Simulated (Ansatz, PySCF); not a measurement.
The pair A = HCl (SMILES Cl) (first 2 atoms), B = C2H2 (SMILES C#C); geometry from B3LYP-D3(BJ)/def2-TZVP.
(charge 0, multiplicity 1):
```
atom    x (Å)    y (Å)    z (Å)
----  -------  -------  -------
Cl    -0.1177   0.5380  -0.4665
H     -0.1237   0.3436   0.8106
C     -0.5520  -0.4199   3.0345
C      0.2943   0.4182   3.1616
H     -1.3033  -1.1646   2.9261
H      1.0456   1.1617   3.2784
```

Rows in 6-31G* carry no dispersion term and start afresh at each structure (6-31G* with six Cartesian d functions).

Codes used: Ansatz (Gaussian basis) for Hartree–Fock, density functionals and correlated methods; PySCF for 6-31G* rows. 

Total energies (hartree), monomers frozen at their geometry in the pair:

| structure | HF/6-31G* | HF/aug-cc-pV(T+d)Z | B3LYP/def2-TZVPPD |
|---|---|---|---|
| AB | -536.8798662 | -536.9601198 | -538.2067051 |
| A in the pair's basis | -460.0599182 | -460.1083029 | -460.8377870 |
| B in the pair's basis | -76.8181417 | -76.8506256 | -77.3658123 |
| A | -460.0595564 | -460.1082627 | -460.8376879 |
| B | -76.8174080 | -76.8505626 | -77.3657530 |

Problem. Work out the interaction energy without and with the counterpoise correction, and the superposition error, for each level.

Solution. 
E(AB) − E(A) − E(B), times 627.509 kcal/mol, with the monomers in their own basis and then in the pair's basis:
- HF/6-31G*: -1.82 uncorrected, -1.13 corrected; the monomers gain 0.69 kcal/mol from borrowed functions
- HF/aug-cc-pV(T+d)Z: -0.81 uncorrected, -0.75 corrected; the monomers gain 0.06 kcal/mol from borrowed functions
- B3LYP/def2-TZVPPD: -2.05 uncorrected, -1.95 corrected; the monomers gain 0.10 kcal/mol from borrowed functions

Ansatz is a program for electronic structure.
